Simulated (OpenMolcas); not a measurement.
**B2O2 (diboron dioxide): a line through the functionals**

B2O2 has 4 atoms, charge 0, and is taken as a singlet. As SMILES, `O=BB=O`. The shape is that of a PBE0-D4/def2-TZVP optimisation.

The electronic atomisation energy y, in eV, basis aug-cc-pVDZ; a is the functional's share of exact exchange. Programs: OpenMolcas 26.06.

| functional | program | a | y (eV) |
| --- | --- | --- | --- |
| TPSS | OpenMolcas | 0 | 21.39 |
| revPBE | OpenMolcas | 0 | 21.67 |
| B3LYP | OpenMolcas | 0.2 | 21.51 |
| PBE0 | OpenMolcas | 0.25 | ? |
| BHLYP | OpenMolcas | 0.5 | 20.17 |

Fit y = c + s·a to the known rows and predict PBE0.


1. Means of the 4 rows: a = 0.1750, y = 21.185.
2. Σ(Δa)² = 0.1675, Σ(Δa·Δy) = -0.4425, so the slope is -0.4425/0.1675 = -2.6418.
3. Intercept: 21.185 − (-2.6418) × 0.1750 = 21.647. The largest residual of the fit is 0.39.
4. PBE0: 21.647 + (-2.6418) × 0.25 = 20.99 eV.

The run gave 21.56 eV, so the prediction is off by -0.57 eV, about the scatter of the fit.
